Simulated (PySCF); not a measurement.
C₂H₄GeN₂, SMILES C(/N=[CH]\[GeH3])#N. Atoms are numbered in the order given.

```xyz
9

N      2.6732    -0.8909    -0.8083
C      2.0531    -0.0268    -0.3350
N      1.4696     1.0340     0.2191
C      0.2130     1.1062     0.4485
Ge    -1.1837    -0.2464     0.0787
H     -0.1141     2.0515     0.9128
H     -1.8135    -0.6192     1.4295
H     -2.2375     0.4328    -0.8089
H     -0.5532    -1.4589    -0.6094
```

Geometry: PBE0-D3(BJ)/def2-SVP. The structure was generated by enumeration; whether it is a known compound was not checked.

Level of theory: CAM-B3LYP/def2-TZVP (PySCF).

ESP charges are fitted to the potential on shells at 1.4 to 2.0 van der Waals radii. Atomic charges (e):

| atom | Mulliken | Löwdin | ESP fit |
|---|---|---|---|
| N1 | -0.03 | 0.04 | -0.55 |
| C2 | -0.05 | -0.31 | [?] |
| N3 | -0.14 | 0.15 | -0.51 |
| C4 | -0.11 | -0.31 | 0.21 |
| Ge5 | 0.06 | 0.43 | [?] |
| H6 | 0.16 | 0.14 | [?] |
| H7 | 0.02 | -0.05 | -0.02 |
| H8 | 0.02 | -0.05 | -0.02 |
| H9 | 0.06 | -0.03 | 0.00 |

### Question
What belongs in the gaps? (The exact figures need the calculation; the answer reports its results.)

### Answer

- C2, ESP fit: 0.66
- Ge5, ESP fit: 0.13
- H6, ESP fit: 0.10
